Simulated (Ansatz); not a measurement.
H2Cl2Si (SMILES Cl[SiH2]Cl), singlet, at a GFN2-xTB geometry, with bond 3-1 at 1.8 times its length; SC-NEVPT2/6-31G, CASSCF(4,5) run with Ansatz (a first-principles code).

Here is a job for Ansatz.
Ansatz 0.2 input:
```yaml
crystal:
  periodic: [false, false, false]
  atoms:
    - {symbol: Si, position_ang: [-0.02091660, -0.75395198, 0.03636846]}
    - {symbol: Cl, position_ang: [1.65234680, 0.35850615, 0.01659573]}
    - {symbol: Cl, position_ang: [-2.91731186, 1.40613172, -0.12882798]}
    - {symbol: H, position_ang: [-0.06823602, -1.50249913, 1.28292522]}
    - {symbol: H, position_ang: [-0.01840094, -1.62038451, -1.13228636]}
basis:
  gaussian:
    orbitals: 6-31G
magnetization: {spin_polarized: false}
correlation: {method: sc_nevpt2, electrons: all, active_space: {window: {electrons: 4, orbitals: 5}}}
```

Output, abridged:

```
Functional definition: HF
484 factors; integrals over basis functions are off by at most 1.8e-4 eV
mean field evaluation 1: about -32892.7524 eV, gradient 2.3e1 eV
mean field evaluation 2: about -32892.7538 eV, gradient 2.3e1 eV
mean field evaluation 4: about -32895.6016 eV, gradient 2.0e0 eV
mean field evaluation 8: about -32895.6396 eV, gradient 7.3e-2 eV
mean field -32895.63969527 eV, -1208.8924613357 hartree, gradient 3.2e-6 eV, S^2 0.000000; 0 other end points of the search recorded, 0 dependent functions left out; unrestricted orbitals would lower it
reference -32895.63969527 eV, -1208.8924613357 hartree; 25, 25 occupied and 18, 18 virtual orbitals, 484 factors
state -32897.46847269 eV, -1208.9596676662 hartree
state -32897.46847269 eV, -1208.9596676662 hartree; corrected -32900.44613342 eV, -1209.0690946797 hartree
Total energy: -32900.44613342 eV, -1209.0690946797 hartree
```
